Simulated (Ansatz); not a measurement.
The cluster B₃W₃. Total charge 0; doublet. Geometry PBE-D4/def2-SVP, basis def2-TZVP, Ansatz.

```xyz
6

W     0.462   -1.270    1.216
W    -1.224    0.334   -0.809
W     0.530    1.096    0.600
B     0.658   -0.744   -0.761
B     0.806    0.783   -1.438
B    -1.232   -0.199    1.193
```

```json
{"run": "A", "HOMO (eV)": "-5.31", "LUMO (eV)": "-1.70"}
{"run": "B", "HOMO (eV)": "-3.65", "LUMO (eV)": "-3.47"}
{"run": "C", "HOMO (eV)": "-3.89", "LUMO (eV)": "-3.28"}
{"run": "D", "HOMO (eV)": "-4.33", "LUMO (eV)": "-2.62"}
{"run": "E", "HOMO (eV)": "-5.00", "LUMO (eV)": "-1.82"}
```

In the def2 sets W takes a core potential; there is no spin–orbit coupling. No other spin state of charge 0 was run. Another isomer (doublet) lies 1.38 eV lower at PBE0-D4/def2-TZVP; other spin states weren't run for this one.

HOMO and LUMO are taken over both spins.

Question: The runs used BHLYP, CAM-B3LYP, PBE, PBE0, r2SCAN. Estimate which is which.

Answer: A CAM-B3LYP (range-separated); B PBE (0 % exact exchange); C r2SCAN (0 % exact exchange); D PBE0 (25 % exact exchange); E BHLYP (50 % exact exchange). Exact exchange lowers occupied and raises empty levels; among semilocal functionals meta-GGAs tend to open the gap a little, and such runs are hard to tell apart. The gap grows from 0.19 eV (PBE) to 3.61 eV (CAM-B3LYP). At CAM-B3LYP-D4/def2-TZVP, r2SCAN-D4/def2-TZVP, PBE0-D4/def2-TZVP, BHLYP-D4/def2-TZVP the charge 0 doublet is spin-contaminated (final ⟨S²⟩ up to 1.04, 0.75 for a pure state).
